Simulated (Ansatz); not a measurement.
Basis sets compared for Si(OH)Cl3 (SiCl3OH). Total charge 0; singlet. Geometry r2SCAN-D4/def2-SVP. Ansatz on 2 threads of Arm Neoverse V2 on a shared host; times are rough, and most runs start from earlier orbitals.

```
atom    x (Å)    y (Å)    z (Å)
 Si1  -0.1069  -0.2852  -0.0291
  O2  -0.1071   1.3242  -0.3251
  H3   0.5750   1.8624   0.0964
 Cl4  -0.3461  -0.6771   1.9685
 Cl5   1.6485  -1.1550  -0.6321
 Cl6  -1.6634  -1.0692  -1.0785
```

Binding counts from free atoms (Si triplet, O triplet, H doublet, Cl doublet) in the same basis, without a counterpoise term.

```tsv
level	functions	energy (Eh)	HOMO (eV)	LUMO (eV)	binding per atom (eV)	wall time
HF/STO-3G	42	-1723.9449	-11.46	5.95	2.64	0.15 s
HF/def2-TZVP	185	-1743.1820	-12.69	3.21	2.65	2.7 s
PBE-D4/def2-SVP	91	-1744.7492	-7.67	-0.86	3.72	1.1 s
PBE-D4/def2-TZVP	185	-1745.4386	-7.89	-1.29	3.77	2.6 s
r2SCAN-D4/def2-TZVP	185	-1746.0756	-8.28	-0.86	3.74	6 s
PBE0-D4/def2-SVP	91	-1744.8927	-9.20	0.12	3.63	1.7 s
PBE0-D4/def2-TZVP (with forces)	185	-1745.5755	-9.34	-0.27	3.69	6 s
```

(1) Estimate the rows for PBE-D4/def2-TZVPD, r2SCAN-D4/def2-TZVPD, PBE0-D4/def2-TZVPD.

Answers

(1) 
```csv
level,functions,energy (Eh),HOMO (eV),LUMO (eV),binding per atom (eV),wall time
PBE-D4/def2-TZVPD,230,-1745.4419,-7.96,-1.57,3.77,4.4 s
r2SCAN-D4/def2-TZVPD,230,-1746.0778,-8.32,-1.07,3.74,9.5 s
PBE0-D4/def2-TZVPD,230,-1745.5780,-9.39,-0.71,3.69,7.5 s
```
